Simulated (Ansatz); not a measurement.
A single point on FH9Si3Sn (`[F][Sn]([SiH3])([SiH3])[SiH3]`).

```yaml
crystal:
  periodic: [false, false, false]
  atoms:
    - {symbol: F, position_ang: [-2.133330, -1.051175, 0.363732]}
    - {symbol: Sn, position_ang: [-0.404613, -0.200812, 0.070746]}
    - {symbol: Si, position_ang: [0.493837, 0.161958, 2.454132]}
    - {symbol: Si, position_ang: [-1.006573, 1.956837, -1.194827]}
    - {symbol: Si, position_ang: [0.888453, -1.938998, -1.317099]}
    - {symbol: H, position_ang: [-0.428687, 1.040659, 3.217760]}
    - {symbol: H, position_ang: [1.827904, 0.814923, 2.364824]}
    - {symbol: H, position_ang: [0.635612, -1.143185, 3.148970]}
    - {symbol: H, position_ang: [-1.898835, 2.803656, -0.362319]}
    - {symbol: H, position_ang: [0.247476, 2.704417, -1.482174]}
    - {symbol: H, position_ang: [-1.680344, 1.624560, -2.476202]}
    - {symbol: H, position_ang: [1.033520, -3.200696, -0.546769]}
    - {symbol: H, position_ang: [2.239515, -1.394549, -1.620878]}
    - {symbol: H, position_ang: [0.173168, -2.206994, -2.590996]}
basis:
  gaussian: {orbitals: def2-QZVPP}
correlation: {method: mp2}
```

```sh
$ ansatz run in.yaml --threads 4 --pin off --events-out ev --progress --plain --max-ram 11315MiB
```

Shortened log:

```
Functional definition: HF
3672 factors; integrals over basis functions are off by at most 8.5e-4 eV
mean field evaluation 1: about -32240.6505 eV, gradient 3.7e1 eV
mean field evaluation 2: about -32240.7719 eV, gradient 3.7e1 eV
mean field evaluation 4: about -32244.6843 eV, gradient 4.1e0 eV
mean field evaluation 8: about -32244.8027 eV, gradient 2.3e-1 eV
mean field -32244.80297323 eV, -1184.9746529539 hartree, gradient 1.7e-6 eV, S^2 0.000000; 0 other end points of the search recorded, 0 dependent functions left out
20 core orbitals not correlated: weight in the atoms' cores, before any rotation towards them, 1.000 or more for the frozen orbitals, at most 0.000 for the correlated occupied ones
reference -32244.80297323 eV, -1184.9746529539 hartree; 21, 21 occupied and 578, 578 virtual orbitals, 3672 factors
second order -33.42524249 eV of doubles, -0.00000000 eV of singles
Total energy: -32278.22821572 eV, -1186.2030079589 hartree
```

Run time 49 s (4 threads of an Arm Neoverse V2 on a shared host); peak host memory 5 GiB.
